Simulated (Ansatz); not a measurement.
`C[SiH](S)Br` + SiH₄ → `[SiH3][SiH](S)Br` + CH₄  (formal exchange of groups at the Si–C bond)

Computed with Ansatz on PBE0-D4/def2-TZVP structures; ΔE is electronic, products minus reactants. CCSD(T)/CBS is the MP2 limit (def2-TZVPP, def2-QZVPP) plus CCSD(T) − MP2 in def2-TZVPP, frozen cores. This one scheme is used for every species. DFT in def2-TZVPP. B3LYP here is the variant with VWN-RPA as its local correlation; programs differ in this. For Br outer-core shells are correlated without core-valence functions, which leaves a few kJ/mol of doubt a bond. Scalar relativity is left out up to krypton. Each species was taken in one conformer, which may not be the lowest.

```json
{"level": "revPBE-D4", "ΔE (kJ/mol)": "-9.6"}
{"level": "r2SCAN-D4", "ΔE (kJ/mol)": "-2.4"}
{"level": "B3LYP-D4", "ΔE (kJ/mol)": "-2.2"}
{"level": "PBE-QIDH", "ΔE (kJ/mol)": "1.1"}
```

What does CCSD(T)/CBS give? (Best estimate.)

Computed: +1.9 kJ/mol. The listed levels differ from it by -11.5, -4.3, -4.1, -0.8 kJ/mol.

Largest T1 diagnostic among the species: 0.011.

From BLYP to BHLYP (50 % exact exchange), in def2-TZVPP and without D4, ΔE moves by +8.3 kJ/mol. Leaving LDA and LC-ωPBE aside and taking each functional with its dispersion term where it has one, the values, not all of them listed here, spread over 18.7 kJ/mol, from PBE-D4 to ωB97M-V. LDA lies +4.9 kJ/mol from PBE without D4.

CCSD(T)/CBS has its own doubt, a few kJ/mol and more with outer-core shells, so smaller differences from it don't rank the levels.
